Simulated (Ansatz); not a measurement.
Born–Oppenheimer molecular dynamics of Ge₂H₆ (8 atoms, charge 0, multiplicity 1). It starts from a relaxed structure.

These are results of RKS LDA/def2-SVP (Ansatz 0.2.0), not measurements.

* ensemble: NVE (velocity Verlet)
* time step: 0.25 fs
* steps asked: 300
* starting velocities drawn for: 2000 K
* seed: 479331

First frame:

```xyz
8
Properties=species:S:1:pos:R:3
Ge -0.002 -0.003 -0.001
H 0.562 -0.247 1.417
H 1.171 0.363 -0.937
H -0.974 1.196 0.057
Ge -1.129 -1.956 -0.798
H -2.294 -2.329 0.145
H -1.703 -1.709 -2.211
H -0.153 -3.151 -0.867
```

Q: How far do the bonds stretch over the last three quarters of this one trajectory? (Pairs bonded in most of those frames.)

A: 
| bond | mean (Å) | spread (Å) | shortest | longest |
| --- | --- | --- | --- | --- |
| Ge1–H2 | 1.555 | 0.045 | 1.48 | 1.63 |
| Ge1–H3 | 1.548 | 0.010 | 1.53 | 1.57 |
| Ge1–H4 | 1.559 | 0.040 | 1.49 | 1.62 |
| Ge1–Ge5 | 2.364 | 0.165 | 2.17 | 2.66 |
| Ge5–H6 | 1.573 | 0.130 | 1.38 | 1.77 |
| Ge5–H7 | 1.574 | 0.119 | 1.39 | 1.75 |
| Ge5–H8 | 1.552 | 0.015 | 1.53 | 1.58 |

Mean temperature of the second half: 1121 K. The conserved energy stayed within 0.21 meV per atom of its start (net change 0.12 meV per atom), so the integration is sound. Over the second half the temperature averaged 0.56 of the 2000 K drawn at the start: a run that starts near a minimum puts about half its kinetic energy into the potential. A run of 0.075 ps of so small a system gives no equilibrium averages.

Run time: 3.4 min on 2 threads of AMD EPYC 7R43 64-Core Processor (Zen 3) (shared host), peak memory 0.15 GiB.
